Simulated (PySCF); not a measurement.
Several molecules and their computed UV-vis stick spectra, shuffled. The calculation used TDDFT CAM-B3LYP/def2-SVPD, vertical, gas phase, core orbitals frozen in the response in PySCF. Geometries: GFN2-xTB; one conformer of each isolated species. Triplets are in the Tamm–Dancoff approximation.

A. `[H]/N=C\C/C=C\[SiH2]Cl`
B. `C#C/C=C(F)\C=C\C=C`
C. `C#C[Si@@](F)(CC)[SiH2]O`
D. `FC12C=CC(C=C1)C=C2`
E. `C#CC#C/C(C)=C(/C)F`

Lowest singlet levels (six at most, fewer where fewer were computed) with oscillator strengths:

1. 4.29 eV (f 0.999); 5.25 eV (f 0.000); 5.63 eV (f 0.138); 5.81 eV (f 0.000); 6.26 eV (f 0.002); 6.28 eV (f 0.079); T1 2.26 eV
2. 5.08 eV (f 0.018); 6.36 eV (f 0.270); 6.37 eV (f 0.038); 6.88 eV (f 0.093); 7.18 eV (f 0.008); 7.21 eV (f 0.004); T1 4.03 eV
3. 5.15 eV (f 0.000 summed over 2 states); 6.32 eV (f 0.000); 6.37 eV (f 0.000); 6.44 eV (f 0.000 summed over 2 states); 7.18 eV (f 0.045 summed over 2 states); T1 3.62 eV
4. 5.41 eV (f 0.009); 6.07 eV (f 0.006); 6.17 eV (f 0.001); 6.43 eV (f 0.001); 7.00 eV (f 0.073); 7.01 eV (f 0.108); T1 4.88 eV
5. 4.36 eV (f 0.000); 4.48 eV (f 0.199); 4.51 eV (f 0.000); 6.06 eV (f 0.602); 6.11 eV (f 0.266); 6.66 eV (f 0.001); T1 2.90 eV

Question: Which spectrum belongs to which structure?

Answer: 1 = B, 2 = A, 3 = D, 4 = C, 5 = E.
- A: S1 at 5.08 eV, HOMO→LUMO (44%), HOMO→LUMO+1 (19%), HOMO→LUMO+2 (18%); Löwdin shares by element: HOMO nitrogen 47%, carbon 31% or more (atoms not listed hold the other 22%); LUMO carbon 45% or more, silicon 15%, chlorine 7% (atoms not listed hold the other 33%); HOMO -8.78 and LUMO -0.19 eV.
- B: S1 at 4.29 eV, HOMO→LUMO (97%); Löwdin shares by element: HOMO carbon 53% or more (atoms not listed hold the other 47%); LUMO carbon 56% or more (atoms not listed hold the other 44%); HOMO -7.49 and LUMO -1.11 eV; point group Cs, 2 of its 6 listed states under f = 0.0005.
- C: S1 at 5.41 eV, HOMO→LUMO (88%); Löwdin shares by element: HOMO silicon 32%, carbon 26% or more (atoms not listed hold the other 41%); LUMO silicon 45%, carbon 10% or more, oxygen 10% (atoms not listed hold the other 36%); HOMO -9.08 and LUMO -0.25 eV.
- D: S1 at 5.15 eV, HOMO→LUMO/LUMO+1 (98%); Löwdin shares by element: HOMO carbon 62% or more (atoms not listed hold the other 38%); LUMO (one of a set within 0.03 eV) carbon 57% or more (atoms not listed hold the other 43%); HOMO -7.73 and LUMO 0.66 eV; point group C3v, 6 of its 8 listed states under f = 0.0005.
- E: S1 at 4.36 eV, HOMO-1→LUMO (52%), HOMO→LUMO+1 (39%); Löwdin shares by element: HOMO carbon 62% or more (atoms not listed hold the other 38%); LUMO carbon 60% or more (atoms not listed hold the other 40%); HOMO -7.62 and LUMO -0.29 eV.
A and D have S1 within 0.08 eV of each other; their strongest listed levels stand at 6.36 eV (f 0.270) and 7.18 eV (f 0.045).
B and E have S1 within 0.07 eV of each other; their strongest listed levels stand at 4.29 eV (f 0.999) and 6.06 eV (f 0.602).

A slash joins orbitals within 0.01 eV of each other, whose weights are summed (≥ marks a lower bound).
